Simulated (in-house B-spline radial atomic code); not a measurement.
# CAM-B3LYP excitations of K II (K+)

Method: CAM-B3LYP. Computed with an all-electron radial atomic-structure program (B-spline basis): linear response of the closed shell [Ne] 3s2 3p6 with the functional's adiabatic kernel; non-relativistic, point nucleus, no spin-orbit coupling, no double excitations, S, P, D and F terms only. Only terms of natural parity with L up to 3 were computed.

Command:
```bash
python run_td.py task.json out
```
Settings (radii: box in bohr, nucleus in fm):
```
Z                        19
electrons                18
configuration            [Ne] 3s2 3p6
hamiltonian              nr
method                   camb3lyp
box_radius               41.61
intervals                55
```

Run time, properties included: 0.7 s on 1 thread of Intel(R) Xeon(R) Platinum 8375C CPU @ 2.90GHz (Ice Lake) (shared host).

The lowest states, in the order of their Tamm-Dancoff energies; the method's threshold (minus the highest occupied level) is 28.439 eV. Labels give the largest channel, * marks a mixed state, and oscillator strengths are full-response dipole values. Semilocal kernels can invert the small singlet-triplet splittings of Rydberg terms. Energies in eV:

```
     state  full response  Tamm-Dancoff  oscillator strength
3p → 4s 3P         18.895        18.904                    -
3p → 4s 1P         19.218        19.227                0.354
3p → 3d 3P         19.911        19.974                    -
3p → 3d 3F         20.119        20.230                    -
3p → 4p 3S         21.385        21.398                    -
3p → 3d 1F              ?             ?                    -
3p → 4p 3D         21.576        21.584                    -
3p → 4p 1D         21.716        21.718                    -
3p → 4p 1S         22.561        22.656                    -
3p → 3d 1P              ?             ?                    ?
```

Problem. Where does 3p → 3d 1P lie?

Solution. At 23.540 eV in full response, 23.683 eV in Tamm-Dancoff, oscillator strength 1.15.

Problem. Where does 3p → 3d 1F lie?

Solution. At 21.428 eV in full response, 21.432 eV in Tamm-Dancoff.

Problem. How large is the singlet-triplet splitting of 3p → 4s (P terms) in Tamm-Dancoff?

Solution. 0.323 eV, from the unrounded values.

Problem. What polarisabilities and dispersion coefficient does the method give?

Solution. Dipole 5.665 bohr³, quadrupole 17.93 bohr⁵, C6 24.26 hartree·bohr⁶ for two such species.
